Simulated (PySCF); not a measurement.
C5H5FO. Atoms are numbered in the order given.

```xyz
12

O     -1.3106     0.0235     1.6910
C     -1.3499    -0.1068     0.4958
C     -0.1420     0.0234    -0.4246
F     -0.6204     0.2599    -1.6983
C      0.8705    -1.0921    -0.2646
C      1.7773    -0.2757     0.3037
C      0.9715     0.9875     0.0934
H     -2.2961    -0.3506    -0.0618
H      0.8060    -2.1667    -0.4562
H      2.7417    -0.4518     0.7903
H      0.7206     1.5876     0.9833
H      1.3315     1.6369    -0.7204
```

Coordinates come from a r2SCAN-D4/def2-SVP optimisation. The structure was generated by enumeration; whether it is a known compound was not checked. The values are those of a single conformer.

These are PBE/def2-TZVP (PySCF) values and carry that method's errors.

Atomic charges (e):

```tsv
atom	Mulliken	Löwdin	IAO
O1	-0.21	0.16	-0.36
C2	0.00	-0.26	0.23
C3	0.37	-0.35	0.25
F4	-0.19	0.16	-0.31
C5	-0.20	-0.09	-0.17
C6	-0.15	-0.10	-0.11
C7	-0.17	-0.17	-0.28
H8	0.08	0.12	0.11
H9	0.12	0.13	0.16
H10	0.12	0.13	0.16
H11	0.12	0.14	0.16
H12	0.11	0.15	0.16
```

Computed Mayer and Wiberg (Löwdin basis) orders of the bonds:
```csv
bond,Mayer,Wiberg
O1–C2,2.18,2.79
C2–C3,0.87,1.13
C3–F4,1.08,1.63
C3–C5,0.97,1.10
C5–C6,1.79,1.94
C3–C7,0.99,1.04
C6–C7,1.06,1.19
C2–H8,0.94,0.86
C5–H9,0.96,0.87
C6–H10,0.95,0.87
C7–H11,0.90,0.86
C7–H12,0.90,0.85
```
